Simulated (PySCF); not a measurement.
Input for PySCF: R-HF/STO-3G on CdH2OSe (SMILES [OH][Cd][SeH]), a point of a bond scan (R = 1.621 Å).

```python
from pyscf import gto, scf, dft, mp
from pyscf.data.elements import chemcore

mol = gto.M(
    atom='''
    Cd    0.43542349   -0.58659809   -0.10571507
    O     1.50138246   -2.22921268   -0.45382337
    H     2.37931999   -2.19685356   -0.05914469
    Se   -0.99187593    1.39292813    0.21517457
    H    -1.62443007    0.77118469    1.57141442
    ''',
    basis='sto-3g',
    charge=0, spin=0, verbose=3, max_memory=1800)
mf = scf.RHF(mol)
mf.conv_tol = 1e-8
mf.max_cycle = 100
mf.kernel()
if not mf.converged:
    mf = mf.newton().run(mf.mo_coeff, mf.mo_occ)
```

Program output:

```
converged SCF energy = -7860.20337268441
```

Self-consistency was reached.

Cost: around 0.7 core-seconds (rough).
